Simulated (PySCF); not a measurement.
Dipole response of W (tungsten, neutral)

[Xe] 4f14 5d4 6s2, high-spin 5D determinant. All numbers are calculated (PySCF 2.14, scalar relativity through the core potential, in aug-cc-pwCVDZ-PP with ECP60MDF (6s6p5d3f, 70 functions)). Coupled (time-dependent) response in atomic units; α is the mean over directions. A double-zeta set is small for polarisabilities.

```
   method  mean α (bohr³)         α xx, yy, zz  C₆ (like pair)  S(−4)
BHandHLYP           73.25  74.61, 74.61, 70.53           890.9   2087
```

S(−4) is the Cauchy moment in α(ω) = α(0) + S(−4) ω² + …

Reference α: 68 ± 15 bohr³ (recommended; Schwerdtfeger and Nagle, table of static dipole polarizabilities (2023 update)). Published C₆: 757.0 (Gould and Bucko (2016)).

Spin-orbit coupling is absent.

α(iu) at BHandHLYP:

| u (hartree) | α(iu) (bohr³) |
| --- | --- |
| 0 | 73.25 |
| 0.0500 | 68.48 |
| 0.100 | 57.92 |
| 0.200 | 37.93 |
| 0.300 | 25.91 |
| 0.500 | 14.80 |
| 0.750 | 9.149 |
| 1.00 | 6.367 |
| 1.50 | 3.689 |
| 2.00 | 2.432 |
| 3.00 | 1.286 |
| 5.00 | 0.5302 |

A single London oscillator, α(iu) = α/(1 + u²/ω²), gives C₆ = (3/4) ω α². Matching the computed C₆ needs ω = 4 × 890.9 / (3 × 73.25²) = 0.221 hartree.

The components differ because the open shell of this determinant is not spherical; for a pure term their mean is the scalar polarisability.

Energies and moments cover only the electrons outside the core potential. Spin-orbit coupling, absent here, splits the open shell strongly.
